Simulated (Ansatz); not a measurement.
`[Cl][GeH]([Cl])[Br]` + HCl → `[Cl][GeH]([Cl])[Cl]` + HBr at 298.15 K and 1 bar (ligand exchange at a Ge–Br bond).

Computed with Ansatz on PBE0-D4/def2-TZVP structures; ΔE is electronic, products minus reactants. CCSD(T)/CBS is the MP2 limit (def2-TZVPP, def2-QZVPP) plus CCSD(T) − MP2 in def2-TZVPP, frozen cores. This one scheme is used for every species. For Br, Ge outer-core shells are correlated without core-valence functions, which leaves a few kJ/mol of doubt a bond. Scalar relativity is left out up to krypton.

```tsv
species	CCSD(T)/CBS energy (Eh)	H − E (kJ/mol)	S (J/(mol·K))
`[Cl][GeH]([Cl])[Br]`	-5569.71077	49.4	350.4
HCl	-460.38127	26.6	186.8
`[Cl][GeH]([Cl])[Cl]`	-3456.16971	50.0	329.5
HBr	-2573.91920	24.6	198.6
```

H − E and S are ideal-gas, rigid-rotor, harmonic terms from PBE0-D4/def2-TZVP. 1 Eh = 2625.50 kJ/mol, R = 8.31446 J/(mol·K).

By hand: ΔE, ΔH, ΔS and ΔG.

ΔE = (-3456.16971) + (-2573.91920) − (-5569.71077) − (-460.38127) = 0.00313 Eh = 8.2 kJ/mol. Δ(H − E) = 50.0 + 24.6 − 49.4 − 26.6 = -1.4, so ΔH = 6.8 kJ/mol. ΔS = 329.5 + 198.6 − 350.4 − 186.8 = -9.1 J/(mol·K). ΔG = 6.8 − 298.15 × (-9.1)/1000 = 9.5 kJ/mol.

By hand: the equilibrium constant, and the temperature at which ΔG would vanish if ΔH and ΔS stayed fixed.

log₁₀ K = −ΔG/(RT ln 10) = -1.7. ΔH and −TΔS have one sign here, so there is no such temperature.

TΔS isn't small against ΔH here. A doubt of 5 kJ/mol in ΔE shifts log₁₀ K by 0.9 here. These are equilibria of isolated gas molecules and say nothing of rates. Largest T1 diagnostic: 0.009 (customary marks: 0.02 for closed shells, 0.045 for open ones).
